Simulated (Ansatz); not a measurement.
Tuning the range parameter of LC-ωPBE so that −HOMO meets the ionisation energy; basis def2-SVP, Ansatz. System: mer-VF3(H2O)3 (VO3F3H6). Total charge 0; triplet. Geometry: r2SCAN-D4/def2-SVP. The ionised state is a doublet, and HOMO is the level of the spin that leaves.

Geometry of the triplet:

Cartesian coordinates in Å:
```
V 0.0785 0.2379 0.1743
F 0.5008 -1.0601 1.3819
F -0.5333 0.8560 -1.4803
F 0.7940 1.7186 0.8963
O -0.9230 -1.5036 -0.7306
H -0.3436 -2.2782 -0.7361
H -1.0110 -1.1836 -1.6435
O -1.5636 0.5074 1.4953
H -1.2907 1.3192 1.9555
H -1.2679 -0.2159 2.0825
O 1.8420 0.1448 -1.0420
H 2.3762 0.8359 -0.6146
H 1.3415 0.6218 -1.7389
```

| ω (1/bohr) | HOMO (eV) | LUMO (eV) | vertical IE (eV) | HOMO + IE (eV) |
| --- | --- | --- | --- | --- |
| 0.1 | -4.75 | -0.80 | 7.34 | 2.59 |
| 0.15 | -5.52 | -0.22 | 7.47 | 1.95 |
| 0.2 | -6.29 | 0.23 | 7.68 | 1.39 |
| 0.3 | -7.77 | 0.86 | 8.24 | 0.47 |

Question: Where does the tuning condition hold?

Answer: Not within the range that was run.
